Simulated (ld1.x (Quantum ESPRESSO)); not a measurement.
Plane-wave convergence, ultrasoft potential for Ce

```
Element                 : cerium
Generator               : ld1.x (Quantum ESPRESSO) 7.5
Type                    : ultrasoft
Functional              : PBEsol
Relativity              : scalar-relativistic
Frozen core             : [Kr] 4d10 4f1
Valence charge          : 11
Reference configuration : 5s2 5p6 5d1 6s2 6p0
Partial waves           : 5s (bound): rcut 1.95, rcutus 2.25 bohr; 6s (bound): rcut 1.95, rcutus 2.25 bohr; 5p (bound): rcut 2.70, rcutus 3.15 bohr; 6p (bound, empty): rcut 2.70, rcutus 3.15 bohr; 5d (bound): rcut 1.70, rcutus 2.25 bohr; 5d channel at 0.1 Ry: rcut 1.70, rcutus 2.25 bohr
Local potential         : all-electron potential smoothed inside 2.90 bohr (lloc = -2)
Core correction         : Bessel-smoothed model core inside 2.20 bohr
Augmentation charge     : PSQ, inside the norm-conserving radii
```

The pseudo-atom Hamiltonian at the reference potential is diagonalised in spherical Bessel functions j_l(qr) that vanish at 20 bohr, with q² up to the cutoff. All-electron valence levels (Ry): 5s -2.9850, 6s -0.2771, 5p -1.7070, 6p -0.0981, 5d -0.2259.

Question: How do the lowest levels (Ry) of each channel move with the cutoff, and are there ghosts?

Answer:

| cutoff (Ry) | s #1 | s #2 | s #3 | p #1 | p #2 | d #1 | f #1 | Σ f·Δε (mRy) |
| --- | --- | --- | --- | --- | --- | --- | --- | --- |
| 8 | -2.9781 | -0.2716 | 0.0049 | -1.7063 | -0.0782 | -0.1848 | 0.0925 | 70.5 |
| 10 | -2.9837 | -0.2745 | 0.0044 | -1.7067 | -0.0867 | -0.2055 | 0.0925 | 29.9 |
| 15 | -2.9847 | -0.2767 | 0.0040 | -1.7070 | -0.0977 | -0.2229 | 0.0925 | 4.7 |
| 18 | -2.9848 | -0.2771 | 0.0040 | -1.7070 | -0.0978 | -0.2255 | 0.0925 | 1.0 |
| 25 | -2.9849 | -0.2771 | 0.0040 | -1.7070 | -0.0980 | -0.2258 | 0.0925 | 0.2 |
| 30 | -2.9850 | -0.2771 | 0.0040 | -1.7070 | -0.0980 | -0.2259 | 0.0925 | 0.2 |
| 400 | -2.9850 | -0.2772 | 0.0040 | -1.7070 | -0.0980 | -0.2259 | 0.0925 | 0.0 |

Result: no extra level below or beside the all-electron valence levels (s, p, d, f tested); 10 mRy is reached at 15 Ry and 1 mRy at 21 Ry.

Test run stopped at test 3 of 7 (negative rho).
